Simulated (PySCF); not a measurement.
Sn(OH)2(SiH3)2, SMILES [OH][Sn]([SiH3])([OH])[SiH3], singlet at its PBE0/def2-SVP optimised geometry (Å):

```
13

O     -0.5365    -3.3944     2.1419
Sn    -1.3555    -1.5808     2.1114
O     -0.4685    -0.8299     3.7396
Si    -3.8907    -1.8711     2.5290
Si    -0.4926    -0.3627     0.0000
H      0.0674    -3.4578     2.8930
H     -0.7256     0.0738     3.9530
H     -4.1026    -2.6301     3.7969
H     -4.5102    -2.6082     1.3867
H     -4.5387    -0.5276     2.6433
H     -0.9863     1.0496     0.0000
H     -1.0002    -1.0496    -1.2257
H      1.0002    -0.3627     0.0000
```

Calculation: PBE0/def2-TZVP, def2 effective core potentials past Kr in PySCF 2.14.0. The core electrons that the potentials of Sn replace are not part of the density.

Map of the electron localisation function on the plane z = 1.2 Å:

```
|                             |
|                             |
|                             |
|                             |
|                             |
|        ..:..                |
|       .-+++-.               |
|      .:+###+:.              |
|      .-+###+-.              |
|      .:=*#*+:.              |
|       .-=++=:.              |
|       .:-=--:.    ..        |
|       .:---::....:--:       |
|      .:-===-::..:=++=:      |
|     .:-+*##*=-::-+*#*-      |
|    .:-+#%@@%#=--=+##*=.     |
|   ..-=*#%@@@%*=--+*#*-.     |
|...::-=+*#%@@@#=-:-=+=:      |
|.:---=---=+%@@#=:..:::.      |
|:-===--:::-+#%#=..           |
|:-=+=-:::::-+*+:.            |
|-=+++-::::::-=:.             |
|+==+=--:::::::.              |
|*--==-:::.....               |
|#-:::::.....::..             |
|#-.....  ..-===-:.           |
|#:.      .-+*##*=:.          |
|*.      .:+*#%%#+-.          |
|=.      .-*#%%%#+-.          |
```
Scale: ten equal steps from 0.000 (start of ' ') to 0.914 (end of '@'), in the order ' .:-=+*#%@'; x runs from -3.50 to 3.50, y from -3.50 (bottom) to 3.50 (top).
